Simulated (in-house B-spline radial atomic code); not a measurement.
A run on the boron ion B²⁺ (an excited or competing configuration) that did not converge. Method: scalar-relativistic (X2C) TPSS, spin-polarised, spherical fractional occupations, Fermi nucleus of rms radius 2.406 fm; computed with a B-spline radial code for spherical atoms.

Command:
```bash
python run_scf.py task.json out
```
Settings (nuclear radius in fm, mass in u):
```
Z                5
configuration    [He] 3p1
hamiltonian      x2c
method           tpss,tpss
spin_polarised   True
nucleus          fermi
rms_radius       2.406
atomic_mass      11.00931
speed_of_light   137.035999084
```

First and last ten iterations of the last attempt (damped for 15 steps, keeping 80 % of the old Fock matrix, then DIIS):
```
 iter        energy (Eh)    residual
    1         -22.583132    1.09e-02
    2         -22.583724    4.41e-04
    3         -22.583727    3.41e-04
    4         -22.583729    2.63e-04
    5         -22.583730    2.03e-04
    6         -22.583731    1.62e-04
    7         -22.583731    1.38e-04
    8         -22.583732    1.18e-04
    9         -22.583732    9.98e-05
   10         -22.583732    8.47e-05
  111         -22.583733    4.72e-07
  112         -22.583731    5.35e-04
  113         -22.583733    5.06e-07
  114         -22.583733    5.06e-07
  115         -22.583733    4.47e-07
  116         -22.583733    4.74e-07
  117         -22.583733    4.73e-07
  118         -22.583733    4.71e-07
  119         -22.583733    4.53e-07
  120         -22.583733    4.60e-07
 not converged after 120 iterations
```

The smallest residual met was 4.3e-07; the threshold is about 1e-07. Over the last five steps the energy moves by less than 1e-08 hartree, but the orbitals didn't meet the threshold. Time taken, with all properties: 1.7 s on 1 thread of Arm Neoverse V1 (shared host).
